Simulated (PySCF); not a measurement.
C5H6O2, SMILES C=C=CCC(=O)O.

Geometry: TPSSh-D3(BJ)/def2-SVP. Other conformers were not sampled.

Method: PySCF with TDA-B3LYP/def2-SVPD.

Vertical excitations. The molecule is in vacuum.

```tsv
state	energy (eV)	λ (nm)	f	main pairs
S1	5.60	222	0.001	HOMO→LUMO 53 %, HOMO→LUMO+1 31 %
S2	5.80	214	0.001	HOMO−2→LUMO 58 %, HOMO→LUMO+1 19 %
S3	6.07	204	0.002	HOMO−1→LUMO+2 47 %, HOMO→LUMO 26 %, HOMO−1→LUMO 9 %
S4	6.12	202	0.001	HOMO−1→LUMO+2 41 %, HOMO→LUMO+1 30 %, HOMO→LUMO 14 %, HOMO−2→LUMO 10 %
S5	6.47	192	0.006	HOMO−1→LUMO 69 %, HOMO−2→LUMO 14 %
S6	6.78	183	0.009	HOMO→LUMO+3 63 %, HOMO→LUMO+4 22 %, HOMO→LUMO+1 10 %
S7	6.96	178	0.101	HOMO−1→LUMO+1 45 %, HOMO−1→LUMO+3 17 %, HOMO−1→LUMO+4 14 %, HOMO−2→LUMO+1 10 %
S8	7.07	175	0.013	HOMO→LUMO+4 68 %, HOMO→LUMO+3 15 %
S9	7.16	173	0.033	HOMO−2→LUMO+1 58 %, HOMO−1→LUMO+4 18 %
S10	7.25	171	0.072	HOMO−2→LUMO+2 72 %, HOMO→LUMO+2 18 %
T1	4.52	274	0	HOMO→LUMO+2 57 %, HOMO−1→LUMO+1 19 %, HOMO−1→LUMO 9 %
T2	4.75	261	0	HOMO→LUMO+2 35 %, HOMO−1→LUMO+1 32 %, HOMO−1→LUMO 14 %, HOMO−1→LUMO+3 11 %
T3	5.24	237	0	HOMO→LUMO 40 %, HOMO−2→LUMO 28 %, HOMO→LUMO+1 16 %
T4	5.33	233	0	HOMO−2→LUMO 42 %, HOMO→LUMO+1 34 %, HOMO→LUMO+3 9 %
```
Triplets are in the Tamm–Dancoff approximation.
